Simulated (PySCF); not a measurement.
**Working with the constants of BeB**

PBE0 constants of BeB, ⁴Σ⁻ (quartet), unpaired electrons σ ↑, π ↑↑, a second solution, started from another occupation (basis Be aug-cc-pVDZ, B aug-cc-pVDZ; no relativity; PySCF 2.14; masses 9.0122 and 11.0093 u):

| Item | Value |
| --- | --- |
| ωe | 959.2 cm⁻¹ |
| ωexe | 6.99 cm⁻¹ |
| Be | 1.1621 cm⁻¹ |
| αe | 0.0124 cm⁻¹ |
| D (centrifugal) | 6.82e-06 cm⁻¹ |

Problem. Give the vibrational terms G(v) and spacings up to v = 6.

Solution. G(v) = ωe(v+½) − ωexe(v+½)².

```csv
v,G(v) (cm⁻¹),G(v) − G(v−1),Bv (cm⁻¹)
0,477.9,,1.156
1,1423.1,945.2,1.143
2,2354.3,931.2,1.131
3,3271.6,917.3,1.119
4,4174.9,903.3,1.106
5,5064.2,889.3,1.094
6,5939.5,875.3,1.081
```

A state of this spin cannot dissociate to the ground-state fragments, so its own limit lies higher than the one that De refers to.
